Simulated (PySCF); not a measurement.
## Correlation energy of Ar⁺ (argon, charge +1)

[Ne] 3s2 3p5, 2P determinant. All numbers are calculated (PySCF 2.14, the non-relativistic Hamiltonian (point nucleus), in aug-cc-pV(D+d)Z (5s4p3d, 32 functions)). Frozen: [Ne]; 7 electrons correlated.

MP2 pair energies summed by pair of shells (mhartree):

```csv
pair,energy,share (%)
3p-3p,-85.28,69.3
3s-3p,-30.88,25.1
3s-3s,-6.97,5.7
```

Total MP2 correlation energy: -123.13 mhartree.

Same-spin part -31.22 and opposite-spin part -91.91 mhartree; SCS-MP2 scales them by 1/3 and 6/5 to -120.70 mhartree.

```csv
level,correlation energy (mhartree)
CCSD,-143.17
(T),-2.07
CCSD(T),-145.24
```

Diagnostics: T1 = 0.0058, D1 = 0.0207, largest double amplitude 0.047.

Cost of the coupled-cluster step: 0.38 s of wall time on 1 thread of Neoverse-V1 (shared host), for 7 correlated electrons.

Iterations:

```
CC2 = 0
CCSD nocc = (np.int64(4), np.int64(3)), nmo = (27, 27)
frozen orbitals [[0, 1, 2, 3, 4], [0, 1, 2, 3, 4]]
max_cycle = 100
direct = 0
conv_tol = 1e-08
conv_tol_normt = 1e-06
diis_space = 8
diis_start_cycle = 0
Init t2, MP2 energy = -0.123132437487772
Init E_corr(UCCSD) = -0.123132437496319
cycle = 1  E_corr(UCCSD) = -0.138941205383949  dE = -0.0158087679  norm(t1,t2) = 0.033868
cycle = 2  E_corr(UCCSD) = -0.141868927548578  dE = -0.00292772216  norm(t1,t2) = 0.0108922
cycle = 3  E_corr(UCCSD) = -0.143195923334932  dE = -0.00132699579  norm(t1,t2) = 0.00437306
cycle = 4  E_corr(UCCSD) = -0.14316350563377  dE = 3.24177012e-05  norm(t1,t2) = 0.000454785
cycle = 5  E_corr(UCCSD) = -0.14316482383957  dE = -1.3182058e-06  norm(t1,t2) = 9.79979e-05
cycle = 6  E_corr(UCCSD) = -0.143165390102291  dE = -5.66262722e-07  norm(t1,t2) = 2.3172e-05
cycle = 7  E_corr(UCCSD) = -0.143165303039091  dE = 8.70632004e-08  norm(t1,t2) = 6.37702e-06
cycle = 8  E_corr(UCCSD) = -0.143165313956425  dE = -1.0917334e-08  norm(t1,t2) = 1.38827e-06
cycle = 9  E_corr(UCCSD) = -0.143165307839161  dE = 6.11726439e-09  norm(t1,t2) = 2.73852e-07
UCCSD converged
E(UCCSD) = -526.4048716941727  E_corr = -0.1431653078391607
UCCSD(T) correction = -0.00207457773352244
```
